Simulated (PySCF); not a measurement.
Input file for PySCF: R-B3LYP/LANL2DZ on C2H6OSi (SMILES CO[Si]C), a point of a torsion scan.

```python
from pyscf import gto, scf, dft, mp
from pyscf.data.elements import chemcore

mol = gto.M(
    atom='''
    C     1.90029309   -0.33175846   -0.05339885
    O     1.13853069    0.81704515   -0.18493566
    Si    1.54934198    2.27972056   -0.82617413
    C    -0.15206683    3.10153551   -0.53375812
    H     2.97143285   -0.11639259   -0.10840923
    H     1.64555561   -1.03951921   -0.84826479
    H     1.67905089   -0.79335688    0.91201117
    H    -0.88691077    2.41721876   -0.10954821
    H    -0.55170789    3.49189348   -1.46849265
    H    -0.05345820    3.95169001    0.13973444
    ''',
    basis='lanl2dz',
    ecp={'Si': 'lanl2dz'},
    charge=0, spin=0, verbose=3, max_memory=1800)
mf = dft.RKS(mol, xc='b3lyp')
mf.conv_tol = 1e-8
mf.max_cycle = 100
mf.kernel()
if not mf.converged:
    mf = mf.newton().run(mf.mo_coeff, mf.mo_occ)
```

Output:

```
converged SCF energy = -158.895485198777
```

The calculation finished and met its thresholds.

Cost: around 8 core-seconds (rough).
